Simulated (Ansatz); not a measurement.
C₃H₄BF, SMILES `FC1=CCB1`. Total charge 0; spin multiplicity 1.

```csv
atom,x (Å),y (Å),z (Å)
F1,2.1798,1.0999,-0.4825
C2,1.1186,0.3728,-0.2044
C3,-0.1234,0.4232,-0.7493
C4,-0.7955,-0.7144,-0.0267
B5,0.3562,-0.2086,0.9513
H6,-0.5840,1.1985,-1.3594
H7,-1.8332,-0.5539,0.2666
H8,-0.6665,-1.6809,-0.5063
H9,0.3480,0.0633,2.1108
```

Q: What are the harmonic wavenumbers in cm⁻¹ at PBE0-D4/def2-TZVP (Ansatz, finite differences of forces, unscaled)? (An estimate is asked.)

A: The calculation gave: 274, 361, 417, 629, 774, 809, 879, 932, 933, 991, 1020, 1079, 1128, 1249, 1359, 1476, 1645, 2671, 3102, 3152, 3166.

Q: Is this a minimum?

A: Yes, all 21 modes are real.

Q: Give the ideal-gas thermochemistry at 298.15 K and 1 bar (rigid rotor, harmonic oscillator; point group C1, symmetry number 1).

A: Zero-point energy 167.8 kJ/mol; H(298) − E = 182.2 kJ/mol; entropy 287.2 J/(mol·K), of which translation 161.8, rotation 103.6, vibration 21.8; G(298) − E = 96.6 kJ/mol.

Q: And at 400, 500, 600, 800 and 1000 K?

A: 
```tsv
T (K)	H − E (kJ/mol)	S (J/mol/K)	G − E (kJ/mol)
400	191.0	312.5	66.0
500	201.6	336.1	33.6
600	213.7	358.2	-1.2
800	241.5	397.9	-76.9
1000	272.5	432.5	-160.0
```

Q: Rotational constants (cm⁻¹)?

A: 0.5301, 0.1378, 0.1162.
